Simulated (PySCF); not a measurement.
## C5H11OSi: g tensor and hyperfine couplings

Compound: C₅H₁₁OSi (doublet state).
Geometry (GFN2-xTB, Å), atoms numbered from 1 in this order:
```
atom  x, y, z in Å
C1    -1.6623   -0.6671   -0.7480
C2    -0.4763   -0.2703    0.1190
O3    -0.8652   -0.0857    1.4639
C4     0.7775   -1.1471   -0.0883
C5     1.4504    0.0150   -0.8303
C6     0.3220    0.9521   -0.3668
Si7    0.7454    2.0440    1.1225
H8    -1.3584   -0.7425   -1.7885
H9    -2.0625   -1.6312   -0.4314
H10   -2.4474    0.0824   -0.6627
H11   -1.2821   -0.8869    1.7993
H12    0.6267   -2.0629   -0.6580
H13    1.2639   -1.3850    0.8563
H14    1.4727   -0.1307   -1.9099
H15    2.4531    0.2703   -0.4908
H16   -0.1660    1.5112   -1.1659
H17   -0.3944    2.7629    1.6675
H18    1.5942    1.3777    2.1006
```

The hyperfine couplings belong to this conformer and change with its torsions.

The species is `C[C@@]1(O)CC[C@@H]1[SiH2]` [radical].

Method: PySCF 2.14.0, UKS B3LYP, pcH-1 on C H O Si, non-relativistic, mean-field spin-orbit, GIAO. One conformer (not necessarily the lowest) at the GFN2-xTB geometry, without solvent, vibrations or thermal averaging. A GFN2-xTB geometry isn't a minimum of the functional, and hyperfine couplings can be far from their values at a DFT geometry, by a factor of two or more for some ions and for spin on atoms past the first row. The SCF solution wasn't tested for stability.

```
g1, g2, g3        : 2.00214, 2.00383, 2.00407
g_iso             : 2.00335
Form of g         : close to axial: the two nearest values differ by 12 % of g3 − g1
⟨S²⟩              : 0.7514 (exact 0.7500)
α and β electrons : 32, 31
Total energy      : -561.82178 Eh
Basis functions   : 295
```

Hyperfine couplings atom by atom, in MHz; T1 to T3 are the principal values of the dipolar part:

```tsv
atom	isotope	a_iso	of which spin–orbit	T1	T2	T3	Mulliken spin population
C1	13C	-1.3	0.0	-0.4	-0.3	0.8	0.00
C2	13C	20.0	0.0	-3.9	-3.1	7.0	0.02
O3	17O	-38.1	0.0	-2.3	0.9	1.4	0.00
C4	13C	-1.8	0.0	-0.5	-0.1	0.6	0.00
C5	13C	5.8	0.0	-0.7	-0.4	1.1	0.00
C6	13C	20.5	0.0	-2.8	-2.4	5.3	-0.01
Si7	29Si	-353.6	1.1	-177.2	88.3	88.9	0.98
H8	1H	2.0	0.0	-0.9	-0.7	1.6	0.00
H9	1H	6.1	0.0	-0.8	-0.4	1.3	0.00
H10	1H	0.2	0.0	-1.0	-0.7	1.7	0.00
H11	1H	3.1	0.0	-1.9	-1.0	2.9	0.00
H12	1H	-0.4	0.0	-0.9	-0.6	1.5	0.00
H13	1H	3.0	0.0	-1.3	-1.1	2.4	0.00
H14	1H	-1.0	0.0	-1.4	-1.0	2.4	0.00
H15	1H	-0.1	0.0	-2.8	-1.9	4.7	0.00
H16	1H	5.1	0.0	-4.0	-2.5	6.5	0.00
H17	1H	34.7	0.0	-10.2	1.2	9.0	0.00
H18	1H	37.4	0.0	-10.3	1.3	9.0	0.00
```

The largest Mulliken spin population is on Si7 (+0.98). The angles at Si7 add up to 342.7°, so it is pyramidal.

Under fast tumbling the dipolar parts average out, and these isotropic splittings remain: 2 × 1H (H17/H18, I = 1/2, 3 lines) with 1.29 mT, 1 × 1H (H16, I = 1/2, 2 lines) with 0.18 mT, 1 × 1H (H11, I = 1/2, 2 lines) with 0.11 mT, 1 × 1H (H13, I = 1/2, 2 lines) with 0.11 mT, 3 × 1H (H8/H9/H10, I = 1/2, 4 lines) with 0.10 mT and 1 × 1H (H14, I = 1/2, 2 lines) with 0.04 mT.

Class means assume fast exchange of nuclei equivalent by connectivity; if that motion is slow, each nucleus keeps its own coupling. The three 1H nuclei of mean +2.8 MHz run from 0.2 to 6.1 MHz in the frozen geometry.

The 17O coupling of O3 (-38.1 MHz) shows only in satellite lines or after enrichment, since that isotope makes up about 0.038 % of natural oxygen.

The 29Si coupling of Si7 (-353.6 MHz) shows only in satellite lines or after enrichment, since that isotope makes up about 4.7 % of natural silicon.

β density exceeds α density at some nuclei, such as C4 (-0.0016) and C1 (-0.0012), spin density in bohr⁻³. In a single determinant that takes different orbitals for the two spins, that is spin polarisation.

The run took 87 s (grids of density and orbitals included) on an Arm Neoverse V1 with one thread (shared host), and the process peaked at 0.97 GiB of memory.
